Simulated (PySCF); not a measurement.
Work out the structure from these simulated measurements.

Formula: C2H9FO2Si2.

| Item | Value |
| --- | --- |
| Triplet | lowest triplet excitation (Tamm–Dancoff): 7.13 eV [TDA CAM-B3LYP/def2-SVPD] |
| NMR, other nuclei | isotropic shieldings of nuclei other than C and H, by class: 254 (1 O), 283 (1 O), 336 (1 F), 383 (1 Si), 391 (1 Si) ppm [GIAO PBE0/pcSseg-1] |
| UV, first state | lowest singlet excitation: 7.45 eV (166 nm, f = 0.002) [TDDFT CAM-B3LYP/def2-SVPD] |
| UV, strongest line | among the 8 lowest singlet transitions: S7 at 8.65 eV (143 nm, f = 0.057) [TDDFT CAM-B3LYP/def2-SVPD] |
| 1H NMR | chemical shifts (computed TMS as zero) by class: 5.05 (2 H), 4.98 (2 H), 4.01 (2 H), 1.37 (3 H) ppm [GIAO PBE0/pcSseg-1] |
| 13C NMR | chemical shifts (computed TMS as zero) by class: 59.6 (1 C), 20.3 (1 C) ppm [GIAO PBE0/pcSseg-1] |
| Dipole | 2.85 D [CAM-B3LYP/def2-SVPD] |
| Rotational structure | rotational constants A, B, C: 4.010, 0.706, 0.639 GHz [GFN2-xTB] |

The electronic properties come from PySCF, for the isolated species, density fitting. Levels stand in brackets. One conformer (not necessarily the lowest) at the GFN2-xTB geometry, without solvent, vibrations or thermal averaging. NMR classes are plain means over equivalent atoms (diastereotopic ones count apart unless rotation or inversion swaps them), as if these changed places fast.

Problem. Propose a structure and show how it fits.

Solution. Numbering: `[CH3:1][CH2:2][O:3][SiH2:4][O:5][SiH2:6][F:7]`. Its formula, C2H9FO2Si2, gives 0 degrees of unsaturation, so no ring and no π bond. 2 carbons fall into 2 classes; from least to most shielded: sp3 carbon bound to oxygen [C2] (59.6 ppm), methyl carbon [C1] (20.3 ppm). Hydrogen classes from least to most shielded: 2 H on an oxygen-bound silicon, Si4 (5.05 ppm), 2 H on a fluorine-bound silicon, Si6 (4.98 ppm), 2 H on an sp3 carbon bound to oxygen, C2 (4.01 ppm), 3 H on a methyl carbon, C1 (1.37 ppm, a mean of values up to 0.5 ppm apart in this geometry). The other shieldings belong to: 254 ppm, siloxane oxygen [O5]; 283 ppm, silyl ether oxygen [O3]; 336 ppm, silicon-bound fluorine [F7]; 383 ppm, fluorine-bound silicon [Si6]; 391 ppm, oxygen-bound silicon [Si4]. The optimised geometry has point group C1 and is an asymmetric top. Structure: `[SiH2](O[SiH2]F)OCC`. Computed isomers that give other values at the same levels: `O[SiH](O)[C@H]([SiH3])CF` (13C chemical shifts (computed TMS as zero) by class: 87.2 (1 C), 17.2 (1 C) ppm); `OCC[Si@H](F)O[SiH3]` (13C chemical shifts (computed TMS as zero) by class: 62.3 (1 C), 28.2 (1 C) ppm); `CCO[Si@@H](F)O[SiH3]` (1H chemical shifts (computed TMS as zero) by class: 5.17 (3 H), 4.35 (1 H), 4.29 (1 H), 4.15 (1 H), 1.39 (3 H) ppm). The assignments are read from this structure; whether some other isomer fits the data as well wasn't checked.

The values belong to the conformer `[CH3:1][CH2:2][O:3][SiH2:4][O:5][SiH2:6][F:7]`: C1–C2–O3–Si4 178°, C2–O3–Si4–O5 178°, O3–Si4–O5–Si6 41°, Si4–O5–Si6–F7 97°.
